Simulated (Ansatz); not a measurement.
One change: `CO[Si](C)(N)O` becomes `B[Si](C)(N)O`.

Ansatz, PBE0-D4/def2-TZVP geometries, multiplicity 1. Each molecule was computed in one conformer, which needn't be the lowest.

```csv
property,`CO[Si](C)(N)O`
LUMO energy (PBE/def2-TZVPP) / eV,0.01
HOMO energy (PBE0/def2-TZVPP) / eV,-7.52
LUMO energy (PBE0/def2-TZVPP) / eV,0.83
LUMO energy (ωB97M-V/def2-TZVPP) / eV,2.21
HOMO–LUMO gap (ωB97M-V/def2-TZVPP) / eV,12.17
HOMO–LUMO gap (PBE0/def2-TZVPP) / eV,8.35
```

Q: Give the same properties after the change, and the shifts. (Estimate.)

A: The calculation gave: 
```csv
property,`B[Si](C)(N)O`,shift
LUMO energy (PBE/def2-TZVPP) / eV,-2.89,-2.90
HOMO energy (PBE0/def2-TZVPP) / eV,-7.26,0.26
LUMO energy (PBE0/def2-TZVPP) / eV,-1.87,-2.70
LUMO energy (ωB97M-V/def2-TZVPP) / eV,0.08,-2.13
HOMO–LUMO gap (ωB97M-V/def2-TZVPP) / eV,9.63,-2.54
HOMO–LUMO gap (PBE0/def2-TZVPP) / eV,5.38,-2.97
```

With PBE0 the HOMO rises by 0.26 eV and the LUMO falls by 2.70 eV, so the gap narrows by about 2.96 eV. PBE moves the HOMO by 0.08 eV and ωB97M-V by 0.41 eV.
